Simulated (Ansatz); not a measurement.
C₂H₇ClSi₂ (`ClC1C[SiH2][SiH2]1`). The species carries charge 0 and has multiplicity 1. All single points use the PBE0-D4/def2-TZVP geometry.

```xyz
12

Cl    0.412    0.644    2.272
C     0.966    0.324    0.590
C     0.491   -1.073    0.152
Si   -1.297   -0.643   -0.377
Si   -0.149    1.379   -0.562
H     2.047    0.457    0.597
H     0.655   -1.848    0.904
H     1.045   -1.358   -0.751
H    -2.306   -0.760    0.706
H    -1.794   -1.363   -1.580
H    -0.559    2.710   -0.050
H     0.491    1.532   -1.901
```

What is the dipole moment at PBE/def2-TZVPP? (Estimate.)

Ansatz gave: 1.59 D, with components (0.63, -0.61, -1.32) D in this frame, pointing from negative to positive charge.

And with r2SCAN, B3LYP, ωB97M-V? (Estimate.)

Ansatz gave: r2SCAN 1.70 D, B3LYP 1.66 D, ωB97M-V 1.67 D.

Give the Mulliken charges with PBE, r2SCAN, B3LYP in def2-TZVPP. (Best estimate.)

Ansatz gave: 
| atom | PBE | r2SCAN | B3LYP |
| --- | --- | --- | --- |
| Cl1 | -0.15 | -0.18 | -0.17 |
| C2 | -0.04 | 0.01 | -0.07 |
| C3 | -0.20 | -0.20 | -0.25 |
| Si4 | 0.14 | 0.21 | 0.20 |
| Si5 | 0.15 | 0.20 | 0.20 |
| H6 | 0.11 | 0.08 | 0.12 |
| H7 | 0.09 | 0.07 | 0.10 |
| H8 | 0.10 | 0.08 | 0.11 |
| H9 | -0.03 | -0.05 | -0.05 |
| H10 | -0.06 | -0.08 | -0.07 |
| H11 | -0.04 | -0.06 | -0.05 |
| H12 | -0.06 | -0.07 | -0.07 |

B3LYP here is the variant with VWN-RPA as its local correlation; programs differ in this.
